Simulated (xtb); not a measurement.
B(I)2(OH) (BHI₂O), SMILES IB(I)O. All values are semi-empirical tight-binding results from xtb (GFN2-xTB unless named), good for trends rather than for accurate numbers. The structure is a stationary point at GFN2-xTB. The values are those of a single conformer.

Computed properties:
```yaml
point_group_as_xtb_finds_it: Cs
orbital_gap: 4.67 eV
zero_point_energy: 11.7 kcal/mol
G − E(el) at 298.15 K (modified RRHO): -8.5 kcal/mol
static polarisability (D4 model): 82.1 bohr³
solvation energy, GFN2-xTB/ALPB(water): -7.9 kcal/mol
solvation energy, GFN2-xTB/ALPB(chcl3): -9.6 kcal/mol
```
